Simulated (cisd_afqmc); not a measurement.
Input (AFQMC/CISD/def2-QZVPP; cisd_afqmc is a phaseless AFQMC code with CISD trial states that reads the integrals written by Ansatz): A basis named .json is the Basis Set Exchange file of that set.

Ansatz 0.2 input:
```python
import cisd_afqmc

open("ham.yaml", "w").write("""\
crystal:
  periodic: [false, false, false]
  atoms:
    - {symbol: P, position_ang: [0.00000000, 0.00000000, 0.00000000]}
basis:
  gaussian:
    orbitals: def2-QZVPP.json
magnetization: {spin_polarized: true, initial_magnetization: 3}
correlation: {method: ccsd, electrons: outside_noble_gas, hamiltonian_folder: ham}
scf: {lower_state_search: full}
""")
rep = cisd_afqmc.ansatz("ham.yaml")
e_ccsd = rep["correlation"]["coupled_cluster"]["energy"]["hartree"]
out = cisd_afqmc.run("ham", e_ccsd, trial="CISD", walkers=200, populations=8, threads=8, dt=0.005, steps=40, early=24, settle=10, least=48,
    target=0.0004, seconds=1500, seed=1, memory=12960, gpu=False)
```

Output:

```
orbitals 65, occupied [4, 1], factors 398 of 411, rank of the doubles 277 of 308
E(HF) = -340.719044
E(CCSD) on the cut factors = -340.824439, shift to the whole factors -0.000000
Energy of the trial state on the determinant = -340.824438
  tau behind 7.2 of longer steps, mean of the populations' last blocks
   2.0  -340.83024
   4.0  -340.82972
   6.0  -340.82962
   8.0  -340.82970
  10.0  -340.83003
blocks 392 (0 outliers left out), error by blocks joined: 1: 0.00005, 2: 0.00006, 4: 0.00008, 8: 0.00010, 16: 0.00013
E(AFQMC/CISD) = -340.82980 +/- 0.00013
```

The error still grows at the longest joins of blocks, or few joins were possible, so the printed bar may be too narrow.
